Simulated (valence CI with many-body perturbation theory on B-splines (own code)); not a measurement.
# E1 line list for Se III

Computed by valence CI with perturbative core correlation (CI+MBPT): four valence electrons over a frozen Dirac-Fock core [Ar] 3d10, radial functions for each j: 11 s, 11 p, 9 d, 7 f, 5 g, 2 h, 1 i, with the one-electron correlation potential Σ1, the two-electron term Σ2, the three-electron term Σ3, Breit, model QED; selected CI, second order for the rest, scaled by the run's own slope (own B-spline code, finite nucleus).

Set against measurement, 29 paired levels are off by 223 cm⁻¹ on average, the worst by 778. These come from a selection out of Moore, Atomic Energy Levels, vol. II, NSRDS-NBS 35 (1971 reprint of NBS Circular 467, 1952), an old analysis. Levels without a partner in it may be off by more. Among the levels kept, up to 460 cm⁻¹ of a level comes from second order outside the variational space, and about a tenth of that is noise between levels of different J, which matters for small intervals.

Lines 1 to 50 of 280 in falling wavelength, among levels below 202452 cm⁻¹, chosen from the strongest by gf and those to the six lowest levels. Wavelengths and rates use the calculated energies, so an error of 200 cm⁻¹ moves a line at 5261 Å by 1.1 % and its rate by three times that or more. Electric multipoles are in the length gauge, E1 and E2 with the static RPA response of the core. Weak lines are less certain than strong ones. Lines between different terms over intervals too small for the method are left out, as are lines whose strength nearly cancels. Where a level lies close to another of its J and parity, the split of strength between their lines is uncertain. The highest levels of a list are the least certain.

Names give the largest LS component (configuration and term), which can be under half, so a name can repeat, a term be missing and a line seem to break the LS rules; names also repeat where a configuration has a term twice. Letters in brackets count levels of one name in rising energy.

| λ vac (Å) | λ from measured levels | Upper | Lower | A (s⁻¹) | S (a.u.) |
| --- | --- | --- | --- | --- | --- |
| 44560 |  | 4s²4p4f ³G_5 | 4s²4p5d ³F°_4 | 2.34e+05 | 1.12e+02 |
| 15630 |  | 4s²4p6p ³D_1 | 4s²4p5d ³D°_1 | 1.97e+06 | 1.11e+01 |
| 14150 |  | 4s²4p6p ³P_2 | 4s²4p5d ³P°_2 [b] | 2.86e+06 | 1.99e+01 |
| 12990 |  | 4s²4p6p ³S_1 | 4s²4p5d ³P°_1 | 4.87e+06 | 1.58e+01 |
| 12870 |  | 4s4p²4d ⁵D_1 | 4s²4p5d ³P°_1 | 3.86e+06 | 1.22e+01 |
| 12710 |  | 4s²4p4f ³D_1 | 4s²4p5d ³F°_2 | 3.13e+06 | 9.52e+00 |
| 12690 |  | 4s²4p6p ³P_2 | 4s²4p5d ³D°_3 | 1.04e+07 | 5.26e+01 |
| 12680 |  | 4s²4p6p ³P_0 | 4s²4p5d ³D°_1 | 1.47e+07 | 1.48e+01 |
| 12640 |  | 4s²4p6p ³S_1 | 4s²4p5d ³P°_2 [b] | 6.36e+06 | 1.90e+01 |
| 12630 |  | 4s²4p6p ¹P_1 | 4s²4p5d ¹D°_2 | 1.26e+07 | 3.76e+01 |
| 12600 |  | 4s²4p6p ³D_3 | 4s²4p5d ³D°_3 | 4.69e+06 | 3.24e+01 |
| 12540 |  | 4s4p²4d ⁵F_1 | 4s²4p5d ³F°_2 | 3.00e+06 | 8.74e+00 |
| 12530 |  | 4s4p²4d ⁵D_1 | 4s²4p5d ³P°_2 [b] | 5.17e+06 | 1.51e+01 |
| 12300 |  | 4s²4p6p ³P_1 | 4s²4p5d ³P°_2 [a] | 1.52e+07 | 4.20e+01 |
| 11760 |  | 4s²4p6p ³P_2 | 4s²4p5d ¹D°_2 | 2.95e+06 | 1.19e+01 |
| 11660 |  | 4s²4p6p ³D_2 | 4s²4p5d ³F°_3 | 1.87e+07 | 7.30e+01 |
| 11330 |  | 4s²4p6p ³D_1 | 4s²4p5d ³F°_2 | 1.26e+07 | 2.71e+01 |
| 11040 |  | 4s²4p4f ³D_1 | 4s²4p6s ³P°_1 | 4.85e+06 | 9.66e+00 |
| 10870 |  | 4s²4p6p ³D_3 | 4s²4p5d ³F°_4 | 2.38e+07 | 1.06e+02 |
| 10800 |  | 4s²4p6p ¹P_1 | 4s²4p6s ¹P°_1 | 2.76e+07 | 5.16e+01 |
| 10200 |  | 4s²4p6p ³D_2 | 4s²4p5d ³F°_2 | 2.61e+06 | 6.84e+00 |
| 10130 |  | 4s²4p6p ¹P_1 | 4s²4p6s ³P°_2 | 6.58e+06 | 1.01e+01 |
| 9983 |  | 4s²4p6p ³D_1 | 4s²4p6s ³P°_1 | 1.88e+07 | 2.77e+01 |
| 9739 |  | 4s²4p6p ³D_1 | 4s²4p6s ³P°_0 | 4.50e+06 | 6.15e+00 |
| 9563 |  | 4s²4p6p ³P_2 | 4s²4p6s ³P°_2 | 3.62e+07 | 7.82e+01 |
| 9517 |  | 4s²4p6p ³D_3 | 4s²4p6s ³P°_2 | 3.47e+07 | 1.03e+02 |
| 9172 |  | 4s²4p6p ³P_1 | 4s²4p6s ³P°_1 | 6.39e+06 | 7.30e+00 |
| 9094 |  | 4s²4p6p ³D_2 | 4s²4p6s ³P°_1 | 4.15e+07 | 7.70e+01 |
| 8965 |  | 4s²4p6p ³P_1 | 4s²4p6s ³P°_0 | 3.10e+07 | 3.31e+01 |
| 8849 |  | 4s²4p6p ³S_1 | 4s²4p6s ³P°_2 | 1.68e+07 | 1.72e+01 |
| 8793 |  | 4s4p²4d ⁵D_1 | 4s²4p6s ³P°_2 | 1.45e+07 | 1.46e+01 |
| 8692 |  | 4s²4p6p ³P_0 | 4s²4p6s ³P°_1 | 3.58e+07 | 1.16e+01 |
| 8465 |  | 4s²4p6p ³P_2 | 4s²4p5d ³P°_2 [a] | 3.99e+06 | 5.97e+00 |
| 8429 |  | 4s²4p6p ³D_3 | 4s²4p5d ³P°_2 [a] | 5.37e+06 | 1.11e+01 |
| 8063 |  | 4s²4p5p ¹D_2 | 4s²4p4d ¹F°_3 | 1.71e+07 | 2.21e+01 |
| 6848 |  | 4s²4p5p ³D_3 | 4s²4p4d ³D°_3 | 4.16e+06 | 4.61e+00 |
| 6608 |  | 4s²4p5p ³P_2 | 4s²4p4d ³D°_2 | 7.07e+06 | 5.03e+00 |
| 6330 |  | 4s²4p5p ³P_2 | 4s²4p4d ³D°_3 | 1.72e+07 | 1.08e+01 |
| 6048 |  | 4s²4p5p ³S_1 | 4s²4p4d ³P°_1 | 1.43e+07 | 4.69e+00 |
| 6038 |  | 4s²4p5p ³S_1 | 4s²4p4d ³D°_2 | 1.39e+07 | 4.52e+00 |
| 5911 |  | 4s²4p5p ³P_1 | 4s²4p4d ³P°_2 | 1.49e+07 | 4.57e+00 |
| 5261 | 5234 | 4s²4p5p ¹P_1 | 4s²4p5s ¹P°_1 | 1.90e+07 | 4.10e+00 |
| 4660 | 4639 | 4s²4p5p ³D_1 | 4s²4p5s ¹P°_1 | 3.00e+07 | 4.49e+00 |
| 4190 | 4170 | 4s²4p5p ¹P_1 | 4s²4p5s ³P°_1 | 8.37e+07 | 9.11e+00 |
| 4103 | 4084 | 4s²4p5p ¹P_1 | 4s²4p5s ³P°_0 | 2.30e+07 | 2.35e+00 |
| 4063 | 4048 | 4s²4p5p ³P_1 | 4s²4p5s ¹P°_1 | 6.40e+07 | 6.36e+00 |
| 3865 | 3851 | 4s²4p5p ³P_1 | 4s²4p5s ³P°_2 | 3.34e+07 | 2.86e+00 |
| 3818 | 3802 | 4s²4p5p ³D_3 | 4s²4p5s ³P°_2 | 1.64e+08 | 3.14e+01 |
| 3755 | 3740 | 4s²4p5p ³D_2 | 4s²4p5s ³P°_1 | 1.61e+08 | 2.10e+01 |
| 3728 | 3713 | 4s²4p5p ³D_1 | 4s²4p5s ³P°_0 | 1.27e+08 | 9.77e+00 |
